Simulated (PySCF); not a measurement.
Two species compared at the same levels of theory.

First species: C₄H₁₇NSi₃.
Numbering: `[CH3:1][CH2:2][Si:3]([CH3:4])([CH3:5])[N:6]([SiH3:7])[SiH3:8]` (hydrogens: H9, H10, H11 on C1; H12, H13 on C2; H14, H15, H16 on C4; H17, H18, H19 on C5; H20, H21, H22 on Si7; H23, H24, H25 on Si8)

Second species: C6H8FOP.
SMILES: `CC1=C(F)[P@@]1(=O)C1CC1`

Levels: PBE0/pcSseg-1 for dipole moment, HOMO energy, LUMO energy and HOMO–LUMO gap; GFN2-xTB for rotational constant A and rotational constant C. Geometries: GFN2-xTB. Each structure is a single optimised conformer of the isolated species, non-relativistic unless stated; the electronic structure was computed with PySCF and density fitting.

The conformers computed, where there is a choice (atom-mapped SMILES and torsion angles):
- `[CH3:1][CH2:2][Si:3]([CH3:4])([CH3:5])[N:6]([SiH3:7])[SiH3:8]`: C1–C2–Si3–C4 -67°, C2–Si3–N6–Si7 68°
- `[CH3:1][C:2]1=[C:3]([F:4])[P@@:5]1(=[O:6])[CH:7]1[CH2:8][CH2:9]1`: C3–P5–C7–C8 -122°

Values for the first species:

```
Dipole moment         : 0.62 D
HOMO energy           : -7.09 eV
LUMO energy           : 0.19 eV
HOMO–LUMO gap         : 7.28 eV
Rotational constant A : 1.189 GHz
Rotational constant C : 0.844 GHz
```

Estimate the same properties for the second species, and the change in each.

```json
{"property": "dipole moment", "first": "0.62 D", "second": "3.97 D", "second less first": "+3.35 D"}
{"property": "HOMO energy", "first": "-7.09 eV", "second": "-7.66 eV", "second less first": "-0.57 eV"}
{"property": "LUMO energy", "first": "0.19 eV", "second": "-0.04 eV", "second less first": "-0.23 eV"}
{"property": "HOMO–LUMO gap", "first": "7.28 eV", "second": "7.62 eV", "second less first": "+0.34 eV"}
{"property": "rotational constant A", "first": "1.189 GHz", "second": "2.281 GHz", "second less first": "+1.092 GHz"}
{"property": "rotational constant C", "first": "0.844 GHz", "second": "0.823 GHz", "second less first": "-0.021 GHz"}
```

On the first: In atomic units the dipole is 0.25 e·bohr (1 au = 2.5417 D). A dipole of 0.62 D is allowed in C1, and pure rotational transitions are dipole-allowed.

On the second: The dipole equals about 13.3 × 10⁻³⁰ C·m (1 D = 3.33564 × 10⁻³⁰ C·m). A dipole of 3.97 D is allowed in C1, and pure rotational transitions are dipole-allowed.
